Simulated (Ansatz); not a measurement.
Ansatz (a quantum-chemistry and plane-wave program) input (CCSD(T)/def2-SVPD):

Ansatz 0.2 input:
```yaml
crystal:
  periodic: [false, false, false]
  atoms:
    - {symbol: Te, position_ang: [0.00213962, -0.29871663, 0.24641400]}
    - {symbol: Cl, position_ang: [-2.40903513, -0.51573162, -0.18505640]}
    - {symbol: Cl, position_ang: [0.00038125, 1.95521778, -0.32968611]}
    - {symbol: Cl, position_ang: [2.40210915, -0.52576471, -0.23899445]}
basis:
  gaussian:
    orbitals: def2-SVPD
magnetization: {spin_polarized: true, initial_magnetization: 1}
correlation: {method: ccsd_t, electrons: outside_noble_gas}
output: {forces: true}
```

End of the output:

```
mean field evaluation 64: about -44762.0894 eV, gradient 6.0e-1 eV
mean field -44765.02608923 eV, -1645.0843659546 hartree, gradient 5.4e-6 eV, S^2 0.767463; 2 other end points of the search recorded, 0 dependent functions left out
determinant -44765.02608923 eV, -1645.0843659546 hartree, with singles and doubles -44780.95851211 eV, -1645.6698716961 hartree
determinant -44762.90527979 eV, -1645.0064276452 hartree, with singles and doubles -44778.83036427 eV, -1645.5916637055 hartree
determinant -44762.05124632 eV, -1644.9750424942 hartree, with singles and doubles -44778.37516240 eV, -1645.5749353453 hartree
24 core orbitals not correlated
reference -44765.02608923 eV, -1645.0843659546 hartree; 14, 13 occupied and 78, 79 virtual orbitals, 1179 factors
densities: 1.58 GiB planned
second order -14.87716793 eV of doubles, -0.00000000 eV of singles
coupled cluster: 1.01 GiB planned
cycle   1  -15.93289556 eV  change   -4.7e-4 eV  update   2.0e-3
cycle   2  -15.93327476 eV  change   -3.8e-4 eV  update   1.5e-3
cycle   3  -15.93300002 eV  change    2.7e-4 eV  update   8.4e-4
cycle   4  -15.93351147 eV  change   -5.1e-4 eV  update   3.5e-4
cycle   5  -15.93377042 eV  change   -2.6e-4 eV  update   1.8e-4
cycle   6  -15.93376992 eV  change    5.0e-7 eV  update   1.1e-4
cycle   7  -15.93367105 eV  change    9.9e-5 eV  update   4.3e-5
cycle   8  -15.93363581 eV  change    3.5e-5 eV  update   1.8e-5
cycle   9  -15.93364764 eV  change   -1.2e-5 eV  update   1.0e-5
cycle  10  -15.93365809 eV  change   -1.0e-5 eV  update   4.4e-6
cycle  11  -15.93365658 eV  change    1.5e-6 eV  update   2.1e-6
cycle  12  -15.93365482 eV  change    1.8e-6 eV  update   8.5e-7
perturbative correction -0.58622075 eV, -0.0215432153 hartree
the calculation of the forces begins
Total energy: -44781.54596480 eV, -1645.6914601842 hartree
Atom 0 at     0.002140    -0.298717     0.246414 Å, force     0.002545    -0.772099     0.370586 eV/Å
Atom 1 at    -2.409035    -0.515732    -0.185056 Å, force    -0.409879     0.009462    -0.074676 eV/Å
Atom 2 at     0.000381     1.955218    -0.329686 Å, force    -0.000803     0.754881    -0.212063 eV/Å
Atom 3 at     2.402109    -0.525765    -0.238994 Å, force     0.408138     0.007756    -0.083847 eV/Å
Dipole moment:     0.002516    -0.069540     0.237321 e Å
```

It need not be the lowest isomer of its formula.
